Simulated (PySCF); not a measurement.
**Löwdin shares of the frontier orbitals**

[Cu(PH3)2]+ (charge +1 and singlet state).
Geometry (PBE0-D3(BJ)/def2-SVP, Å), atoms numbered from 1 in this order:
```
atom  x, y, z in Å
Cu1    0.0042    0.0096    0.0001
P2    -0.0011   -0.0129    2.2559
H3     0.8264   -0.9655    2.8964
H4    -1.2361   -0.2666    2.8984
H5     0.4004    1.1703    2.9202
P6     0.0023    0.0158   -2.2558
H7     1.2137    0.3498   -2.9065
H8    -0.8937    0.8997   -2.9026
H9    -0.3161   -1.2001   -2.9059
```

Computed, not measured: PySCF 2.14.0, density-fitted response routines, TDDFT wB97X-D/def2-SVPD, vertical, gas phase, core orbitals frozen in the response.

Frontier orbitals with the atoms that hold most of them (Löwdin shares over 4%, at most four atoms):

```tsv
orbital	ε (eV)	atoms
LUMO+2	-2.90	Cu1 53%, P2 14%, P6 14%
LUMO+1	-3.63	Cu1 42%, P6 21%, P2 21%, H3 4%
LUMO	-3.63	Cu1 42%, P2 21%, P6 21%
HOMO	-14.44	Cu1 75%, P2 9%, P6 9%
HOMO-1	-15.29	Cu1 99%
HOMO-2	-15.29	Cu1 99%
HOMO-3	-15.39	Cu1 91%
```

Within 0.005 eV of a neighbour in this list lie HOMO-2/HOMO-1 and LUMO/LUMO+1.

Question: How does S1 compare with the orbital gap of 10.81 eV?

Answer: S1 is at 5.77 eV (f = 0.052), 5.04 eV below the gap, made of HOMO→LUMO/LUMO+1 (≥80%). S1/S2 lie within about 0.01 eV of each other. 

For S1 the Löwdin share of copper is 75% in HOMO and 42% in LUMO.

Next come S2 at 5.77 eV (f 0.052), HOMO→LUMO/LUMO+1 (≥80%); S3 at 6.08 eV (f 0.0000), HOMO-2/HOMO-1→LUMO/LUMO+1 (97%); S4 at 6.08 eV (f 0.0000), HOMO-2/HOMO-1→LUMO/LUMO+1 (≥97%); S5 at 6.28 eV (f 0.0015), HOMO-4→LUMO/LUMO+1 (≥43%), HOMO-3→LUMO/LUMO+1 (≥43%).

Orbitals of the list HOMO-3 to LUMO+2 that lie within 0.01 eV of each other are written together with a slash and their weights summed (≥ marks a lower bound); for degenerate orbitals outside that list single weights are arbitrary.

Löwdin shares depend on the basis, the more so with diffuse functions.

Hardware: an x86-64 server with one thread (shared host). Cost: 1.7 min of wall time.
